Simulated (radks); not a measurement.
Task: These are the eigenvalues of the occupied orbitals of an atom or ion with whole-number occupations (eV). Method: non-relativistic Kohn-Sham, LDA (Slater exchange, Perdew-Wang correlation), spin-unpolarised, spherical densities, point nucleus; computed with a radial shooting solver on a logarithmic mesh with Libxc functionals.

orbital  eigenvalue
1s        -30845.63
2s        -5023.473
2p        -4747.013
3s        -1357.124
3p        -1241.748
3d        -1028.427
4s        -551.7638
4p        -507.9391

Which element is it, and in what charge state? The configuration may be excited.

Result: Z = 52, tellurium, charge +18: Te18+ in [Ar] 3d10 4s2 4p4. The list shows which subshells hold electrons but not how many an open one holds; the 1s level, -1133.6 hartree, gives Z - s = 47.6 by -(Z - s)^2/2, which with screening narrows Z to a few neighbours, and the depths of the outer levels then fix element, charge and occupations together.
